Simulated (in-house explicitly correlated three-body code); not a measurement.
Computed with an exponentially correlated three-body code. Model: two electrons around a point charge, non-relativistic, variational in 260 exponentially correlated functions (energies converged to about 1e-7 hartree, or 1e-8 relative for large Z).

Command:
```bash
python run_hyl.py task.json out
```
Settings (lengths in bohr, energies in hartree):
```
Z                      5
screening              1.25
interaction_strength   1
functions              260
states_tried           13
```

Cost of the run: 32 s on 1 thread of Intel(R) Xeon(R) 6975P-C (Granite Rapids) (shared host).

**Those bound S and P states to n = 4 that converged, binding against the one-electron ion.**

Given: nuclear charge 5; Yukawa screening of all interactions 1.25 1/bohr.

Computed: one-electron threshold -7.27298969 hartree.

```json
{"term": "1 1S", "energy (hartree)": "-12.6619074", "binding (eV)": "146.64"}
{"term": "2 3S", "energy (hartree)": "-7.28783343", "binding (eV)": "0.40392"}
```

**Converged states only, values per electron or pair (inverse distances are <exp(-kr)/r>).**

```csv
term,mean r (bohr),mean r squared (bohr²),mean inverse r (1/bohr),mean r12 (bohr),mean inverse r12 (1/bohr),mean cosine,mean p1 dot p2 (bohr⁻²),delta r1 (bohr⁻³),delta r12 (bohr⁻³)
1 1S,0.34256,0.1603,3.4772,0.51011,1.7444,-0.024633,0.47089,32.128,2.9248
2 3S,2.2589,13.316,1.9217,4.2214,0.041439,-0.0011772,0.0016861,18.646,-
```

**Static dipole response.**

| state | polarisability (bohr³) |
| --- | --- |
| 1 1S | 0.025883 |
